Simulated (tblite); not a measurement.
All values are computed: GFN2-xTB (tblite) harmonic vibrations without scaling, gas phase. Against measured fundamentals such values can be off by several per cent, at times by over 20. Modes of hydrogen on silicon can be 10 to 20 % off. One conformer each. Thermal functions are those of the rigid rotor and harmonic oscillator, without mixing of conformers.

Question: Order these by their heat capacity Cp at 298.15 K, highest first (cal/(mol K)).
A. `C(=C\OC)/OC(F)F`
B. `C[SiH2][C@@H](C)O[SiH3]`
C. `FC1(F)OCCCO1`
D. `OCCC([SiH3])[SiH3]`
E. `CC1=PC=CC=C1F`
F. `CC(C)[Si@H](O)[SiH3]`

Answer: F (40.4), B (39.9), D (38.7), A (31.5), E (30.3), C (27.8).

| SMILES | atoms | mass (u) | symmetry number | modes under 300 cm⁻¹ | ZPE (kcal/mol) | S translation (cal/(mol K)) | S rotation | S vibration | S | Cp |
| --- | --- | --- | --- | --- | --- | --- | --- | --- | --- | --- |
| CC(C)[Si@H](O)[SiH3] | 18 | 120.04 | 1 | 9 | 87.0 | 40.3 | 28.5 | 33.0 | 101.8 | 40.4 |
| C[SiH2][C@@H](C)O[SiH3] | 18 | 120.04 | 1 | 9 | 85.2 | 40.3 | 28.7 | 33.2 | 102.1 | 39.9 |
| OCCC([SiH3])[SiH3] | 18 | 120.04 | 1 | 7 | 84.7 | 40.3 | 28.5 | 25.9 | 94.7 | 38.7 |
| CO/C=C/OC(F)F | 14 | 124.03 | 1 | 6 | 62.0 | 40.4 | 28.6 | 22.9 | 91.9 | 31.5 |
| Cc1pcccc1F | 14 | 128.02 | 1 | 4 | 63.3 | 40.5 | 28.6 | 17.6 | 86.6 | 30.3 |
| FC1(F)OCCCO1 | 14 | 124.03 | 1 | 3 | 64.3 | 40.4 | 27.7 | 13.2 | 81.3 | 27.8 |

Entropies and Cp are for 298.15 K and 1 bar.
